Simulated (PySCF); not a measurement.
CH5S, SMILES C[SH2+], charge +1. Atoms are numbered in the order given.

```xyz
7

C     -1.2002    -0.0293     0.0000
S      0.6207     0.1112     0.0000
H     -1.5395     0.4936     0.8923
H     -1.5395     0.4936    -0.8923
H     -1.5023    -1.0719     0.0000
H      0.9256    -0.7596     0.9898
H      0.9256    -0.7596    -0.9898
```
Charge +1, spin multiplicity 1.

Geometry optimised at B3LYP-D3(BJ)/def2-TZVP. The isomer is the one that the SMILES or the coordinates give; other isomers of the formula were not compared.

The numbers are results of PBE/def2-TZVPD (PySCF), not measurements.

Symmetry labels are those of the subgroup Cs that the program uses (full group Cs).

Computed valence orbital energies around the gap with their symmetry:
```tsv
orbital	symmetry	energy (eV)
HOMO−7	A'	-163.53
HOMO−6	A'	-27.51
HOMO−5	A'	-23.21
HOMO−4	A"	-18.85
HOMO−3	A'	-17.83
HOMO−2	A'	-16.57
HOMO−1	A"	-16.16
HOMO	A'	-14.94
LUMO	A'	-7.40
LUMO+1	A"	-7.33
LUMO+2	A'	-6.29
LUMO+3	A'	-4.32
```
